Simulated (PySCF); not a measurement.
CH₃Cl₂NSi₂, SMILES N1[Si](Cl)(Cl)[SiH2]C=1. Coordinates come from a PBE-D3(BJ)/def2-SVP optimisation. The structure was generated by enumeration, and PubChem lists no compound with its InChIKey, so it may never have been made.

Computed equilibrium geometry at PBE-D3(BJ)/def2-SVP (PySCF confirms it by a frequency run) as bond lengths and angles, and its point group:
point group Cs.
Atoms: Cl1 Si2 Cl3 N4 C5 Si6 H7 H8 H9. Bond lengths (Å): Cl1–Si2 2.072, Si2–Cl3 2.072, Si2–N4 1.812, Si2–Si6 2.347, N4–C5 1.300, C5–Si6 1.948, C5–H7 1.116, Si6–H8 1.507, Si6–H9 1.507. Bond angles (°): Cl1–Si2–Cl3 108.7, Cl1–Si2–N4 111.4, Cl1–Si2–Si6 120.7, Cl3–Si2–N4 111.4, Cl3–Si2–Si6 120.7, N4–Si2–Si6 80.3, Si2–N4–C5 100.4, N4–C5–Si6 111.7, N4–C5–H7 119.5, Si6–C5–H7 128.8, Si2–Si6–C5 67.6, Si2–Si6–H8 121.2, Si2–Si6–H9 121.2, C5–Si6–H8 115.9, C5–Si6–H9 115.9, H8–Si6–H9 109.2.
